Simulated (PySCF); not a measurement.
**Vertical excitation energies**

C6H12Ge.
Atom-mapped SMILES: `[CH3:1][CH:2]([CH3:3])[CH2:4][C:5]#[C:6][GeH3:7]` (hydrogens: H8, H9, H10 on C1; H11 on C2; H12, H13, H14 on C3; H15, H16 on C4; H17, H18, H19 on Ge7)

Structure used (PBE0-D3(BJ)/def2-SVP), in Å, numbered top down from 1:
```
atom  x, y, z in Å
C1    -1.4953   -0.2235    0.9236
C2    -1.1888    0.0336   -0.5460
C3    -0.8791   -1.2583   -1.2917
C4    -0.0544    1.0634   -0.7121
C5     1.2224    0.6324   -0.1602
C6     2.2827    0.2519    0.3054
Ge7    3.9378   -0.3298    1.0176
H8    -1.7658    0.7061    1.4484
H9    -0.6206   -0.6560    1.4346
H10   -2.3336   -0.9284    1.0330
H11   -2.0797    0.4932   -1.0097
H12   -1.7084   -1.9758   -1.1975
H13    0.0287   -1.7336   -0.8871
H14   -0.7122   -1.0746   -2.3646
H15   -0.3465    2.0133   -0.2312
H16    0.0818    1.2913   -1.7836
H17    3.6930   -1.5054    1.9773
H18    4.8560   -0.7839   -0.1283
H19    4.5994    0.8301    1.7790
```

Computed with TDDFT wB97X-D/def2-SVPD, vertical, gas phase, core orbitals frozen in the response (PySCF). Relativistic effects, spin–orbit coupling among them, are left out although an element past zinc is present.

```tsv
state	E (eV)	λ (nm)	f	main configurations (H = HOMO, L = LUMO)
S1	6.03	205.7	0.0000	H→L+1 (55%), H-1→L+2 (22%)
S2	6.28	197.4	0.0013	H→L+2 (44%), H-1→L+1 (39%)
S3	6.30	196.7	0.0006	H-1→L+2 (66%), H→L+1 (19%)
S4	7.24	171.3	0.0004	H→L (79%), H→L+3 (10%)
S5	7.30	169.8	0.0059	H-1→L (80%), H-1→L+3 (9%)
S6	8.06	153.9	0.019	H→L+3 (60%), H→L (10%), H→L+1 (10%)
S7	8.07	153.7	0.491	H-1→L+1 (43%), H→L+2 (21%), H-1→L+3 (19%)
S8	8.17	151.7	0.423	H-1→L+3 (40%), H→L+2 (20%), H-1→L+4 (12%)
S9	8.32	149.1	0.0012	H→L+4 (69%), H→L+5 (10%)
S10	8.41	147.4	0.101	H-1→L+4 (59%), H-1→L+5 (12%)
```

Triplets, Tamm–Dancoff:

```tsv
state	E (eV)	λ (nm)	main configurations (H = HOMO, L = LUMO)
T1	5.07	244.5	H→L+2 (38%), H-1→L+1 (33%)
T2	5.56	222.8	H→L+1 (44%), H-1→L+2 (30%)
T3	5.57	222.5	H→L+2 (43%), H-1→L+1 (34%)
```

The lowest singlet lies at 6.03 eV (206 nm, ultraviolet) and is dark (f under 0.0005); its leading configuration is HOMO→LUMO+1 (55%). The most intense listed level is S7 at 8.07 eV (154 nm, f = 0.491), 2.04 eV above S1. Löwdin shares by element: HOMO carbon 80% or more, germanium 7%; LUMO germanium 51%, hydrogen 15% or more, carbon 8% or more (atoms not listed hold the other 26%). The listed states span 2.38 eV, and the widest gap between neighbours is 0.93 eV (S3 to S4). Of the 10 states listed, 4 reach f = 0.01 and 2 stay under 0.0005. The oscillator strengths of these states sum to 1.044; summed over the whole spectrum of an exact calculation they would give the number of electrons, 80 (Thomas–Reiche–Kuhn). The vertical ionisation energy (ΔSCF) is 9.53 eV, 1.12 eV above S10. The window holds the lowest 10 singlets.

One conformer stands for the species.
